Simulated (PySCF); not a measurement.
Planning a geometry optimisation on `CBr` (bromomethane).

Method: PBE0-D3(BJ)/def2-SVP geometry optimisation, gas phase (PySCF 2.14.0). Work: geometry optimisation from a GFN2-xTB start, density fitting. The input is one job of a driver script: a line of settings, then coordinates in Å.

Input:
```
{"job": {"xc": "PBE0", "basis": "def2-SVP", "d3": "d3bj", "grid": 1, "maxiter": 30, "kind": "geom"}, "charge": 0, "multiplicity": 1}
C     -0.183617    -0.001698     0.003868
Br     1.752428     0.021016    -0.073167
H     -0.549072    -0.539919    -0.864554
H     -0.532911     1.025563    -0.003811
H     -0.478206    -0.502109     0.920479
```

Hardware: Arm Neoverse V2, one thread, shared host. PySCF's memory limit was set to 2320 MB.

Q: How large is the basis?

A: 61 functions.

Q: What wall time should be expected on this hardware?

A: About 3.0 s. The run took 3 energy-and-gradient evaluations and 18 SCF cycles, 1.0 s an evaluation on average.

Q: Estimate the peak memory.

A: About 0.29 GiB. Peak memory is the resident size of the whole Python process, interpreter and libraries included.

Q: At this speed, how long would 20000 such jobs take on 8 cores, one job a core?

A: 20000/8 gives 2500 rounds of 3.0 s, about 2.1 h of wall time and 17 core-hours, if the jobs don't slow each other.

Times come from a shared host and carry two figures at best.
